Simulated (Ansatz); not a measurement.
Relaxation of CH5Al2N (9 atoms, charge 0, multiplicity 1), to a largest force component of 0.02 eV/Å in at most 50 steps.

Computed with RKS B3LYP/def2-SVP in Ansatz 0.2.0.

```xyz
9
Properties=species:S:1:pos:R:3
Al -0.381 1.076 -1.177
N -0.438 -0.692 -0.535
C 0.746 -1.012 0.228
Al -0.605 -0.542 1.379
H -0.442 1.378 -2.781
H -0.012 2.334 -0.218
H 1.052 -2.091 0.193
H 1.656 -0.273 0.130
H -1.487 -0.224 2.763
```

Task: Where does it end, and by what steps?

Result: The run converged. The force dipped under the threshold on the way, but the program's further checks kept it going. After 21 steps the energy has fallen by 1.340 eV; H6 moved furthest, 2.36 Å.

```csv
step,energy less start (eV),largest force component (eV/Å),accepted
0,0.0000,3.991,yes
1,-0.5508,2.049,yes
2,-0.7763,0.607,yes
3,-0.8745,0.248,yes
4,-0.9464,0.411,yes
5,-1.0023,0.343,yes
6,-1.0426,0.343,yes
7,-1.0980,0.289,yes
8,-1.1541,0.270,yes
9,-1.2014,0.209,yes
10,-1.2430,0.145,yes
11,-1.2772,0.099,yes
12,-1.3031,0.072,yes
13,-1.3197,0.086,yes
14,-1.3248,0.205,yes
15,-1.3065,0.482,no
16,-1.3378,0.030,yes
17,-1.3376,0.137,no
18,-1.3382,0.015,yes
19,-1.3392,0.026,yes
20,-1.3392,0.084,yes
21,-1.3399,0.018,yes
```

```xyz
9
Properties=species:S:1:pos:R:3
Al -0.210 1.232 -1.335
N -0.195 0.052 0.004
C 0.916 -0.817 0.614
Al -0.859 -0.920 1.334
H -1.595 1.931 -1.674
H 1.118 1.555 -2.143
H 1.335 -1.574 -0.068
H 1.730 -0.252 1.096
H -2.153 -1.253 2.155
```

Whether the end is a true minimum wasn't checked by a vibrational analysis.

The run took 31 s on 2 threads of Intel(R) Xeon(R) Platinum 8488C (Sapphire Rapids), on a shared host, peak memory 0.19 GiB.
